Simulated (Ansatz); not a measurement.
Geometry optimisation, RKS PBE-D4/def2-SVP (Ansatz).

Input:

```yaml
crystal:
  periodic: [false, false, false]
  atoms:
    - { symbol: Si, position_ang: [0.0, 0.0, 0.0] }
    - { symbol: O, position_ang: [0.0, 0.0, 1.68] }
    - { symbol: C, position_ang: [-1.1112, -0.3437, 2.4945] }
    - { symbol: H, position_ang: [-1.814, -0.9775, 1.9143] }
    - { symbol: H, position_ang: [-0.7584, -0.9037, 3.3856] }
    - { symbol: H, position_ang: [-1.6313, 0.5809, 2.8212] }
    - { symbol: H, position_ang: [1.3768, 0.0, -0.4862] }
    - { symbol: H, position_ang: [-0.6877, 1.1914, -0.4862] }
    - { symbol: Cl, position_ang: [-1.0032, -1.7381, -0.7093] }
basis:
  gaussian: { orbitals: def2-SVP }
hamiltonian:
  xc: pbe
  dispersion: d4
relax:
  f_tol: 0.02
  max_steps: 40
```

Run as:

```bash
$ ansatz run input.yaml --threads 1 --pin off --max-ram 2048MiB --backend cpu --events-out ev --progress --plain --runs-dir out
```

Task: Where does it end, and by what steps?

Result: The forces met the threshold. The force dipped under the threshold on the way, but the program's further checks kept it going. After 12 steps the energy has fallen by 0.099 eV; H5 moved furthest, 0.39 Å.

```csv
step,energy less start (eV),largest force component (eV/Å),accepted
0,0.0000,0.801,yes
1,-0.0704,0.340,yes
2,-0.0812,0.079,yes
3,-0.0847,0.076,yes
4,-0.0899,0.129,yes
5,-0.0965,0.090,yes
6,-0.0984,0.028,yes
7,-0.0983,0.135,no
8,-0.0983,0.080,no
9,-0.0987,0.004,yes
10,-0.0989,0.043,yes
11,-0.0989,0.035,yes
12,-0.0991,0.008,yes
```

```xyz
9
Properties=species:S:1:pos:R:3
Si -0.004 -0.021 0.013
O 0.052 -0.290 1.655
C -1.096 -0.372 2.484
H -1.758 -1.215 2.183
H -0.763 -0.544 3.527
H -1.695 0.567 2.460
H 1.413 -0.027 -0.455
H -0.721 1.260 -0.310
Cl -1.056 -1.548 -0.943
```

The run took 38 s on 1 thread of Arm Neoverse V1, on a shared host, peak memory 0.14 GiB.
